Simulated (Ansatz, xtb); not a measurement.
# Two isomers of C6H5NO2

We compare I, `C#CC(=O)N/C=C/C=O`, a singlet, with II, `C#CC(=O)N/C=C\C=O`, a singlet. Both are isolated molecules in the gas phase, relaxed with B3LYP/def2-SVP; each stands in its lowest conformer found.

Problem. Which of the two would you expect CCSD(T)/def2-SVP + ΔMP2/def2-TZVPP electronic energies to favour?

Solution. Structure II; the calculation gives E(II) − E(I) = −16.2 kJ/mol.

The same difference at several levels:

```csv
level,geometry,E(II) − E(I) (kJ/mol),departure from the last row (kJ/mol),"job, with rough time for the two"
GFN2-xTB,GFN2-xTB,−17.8,−1.6,"optimisation, 0.68 s"
HF/STO-3G,GFN2-xTB,−10.3,+5.8,"single point, 2.2 s"
r2SCAN-D4/def2-SVP,GFN2-xTB,−22.7,−6.5,"single point, 14 s"
B3LYP/def2-SVP,B3LYP/def2-SVP,−20.7,−4.5,"optimisation, 2.7 min"
HF/def2-SVP,B3LYP/def2-SVP,−13.1,+3.0,part of the CCSD(T) run
MP2/def2-SVP,B3LYP/def2-SVP,−17.8,−1.6,part of the CCSD(T) run
CCSD(T)/def2-SVP,B3LYP/def2-SVP,−17.3,−1.1,single point
CCSD(T)/def2-SVP + ΔMP2/def2-TZVPP,B3LYP/def2-SVP,−16.2,,"single point, 7.2 min"
```

As drawn, both hold the same kinds of bond in the same numbers.

None of the levels shown reverses the order. The largest departure from CCSD(T)/def2-SVP + ΔMP2/def2-TZVPP is that of r2SCAN-D4/def2-SVP, 6.5 kJ/mol. The last row adds to CCSD(T) the change of the MP2 difference between the two basis sets, here +1.1 kJ/mol.

With thermal terms from frequencies at re-optimised GFN2-xTB minima (ideal gas, soft modes damped towards free rotors, one conformer each, 298.15 K, 1 atm): on the last row, ΔE + ΔZPE = −15.4, ΔH = −16.4, ΔG = −14.0 kJ/mol.

The correlated steps freeze 9 core orbitals. Codes used: Ansatz 0.2.0, xtb 6.7.1; the last row on 2 threads of Intel(R) Xeon(R) Processor @ 2.50GHz (Skylake/Cascade Lake) on a shared host.
